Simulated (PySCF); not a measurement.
# Correlation energy of N⁺ (nitrogen, charge +1)

[He] 2s2 2p2, high-spin 3P determinant. Computed with PySCF 2.14 in cc-pVTZ (4s3p2d1f, 30 functions), with the non-relativistic Hamiltonian (point nucleus). Frozen: 1s2; 4 electrons correlated.

MP2 pair energies summed by pair of shells (mhartree):

| pair | energy | share (%) |
| --- | --- | --- |
| 2s-2p | -43.67 | 61.1 |
| 2s-2s | -20.36 | 28.5 |
| 2p-2p | -7.47 | 10.5 |

Total MP2 correlation energy: -71.51 mhartree.

Same-spin part -12.91 and opposite-spin part -58.59 mhartree; SCS-MP2 scales them by 1/3 and 6/5 to -74.61 mhartree.

```csv
level,correlation energy (mhartree)
CCSD,-92.55
(T),-1.60
CCSD(T),-94.15
```

Diagnostics: T1 = 0.0063, D1 = 0.0123, largest double amplitude 0.120.

Cost of the coupled-cluster step: 0.22 s of wall time on 1 thread of Neoverse-V2 (shared host), for 4 correlated electrons.
